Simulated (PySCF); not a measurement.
## Ionisation energy of S⁺ by level of theory

S⁺ [Ne] 3s2 3p3 (4S) → S²⁺ [Ne] 3s2 3p2 (3P), as a difference of total energies. All numbers are calculated (PySCF 2.14, no relativity, point nucleus, in def2-TZVP). Correlated levels: valence: [Ne] frozen. The calculations carry no spin-orbit coupling.

```
           method  ionisation energy (eV)  difference from reference (eV)
              UHF                  22.720                          -0.618
             BP86                  23.351                          +0.013
             TPSS                  23.374                          +0.036
    MP2 (valence)                  23.323                          -0.015
SCS-MP2 (valence)                  23.140                          -0.198
   CCSD (valence)                  23.258                          -0.080
CCSD(T) (valence)                  23.295                          -0.043
```

Reference: 23.338 eV (measured; NIST Atomic Spectra Database, ionization energies).

The reference lies between the lowest fine-structure levels, while these numbers refer to the centres of the terms.

Errors of the correlated levels include the incompleteness of this basis and the frozen core.
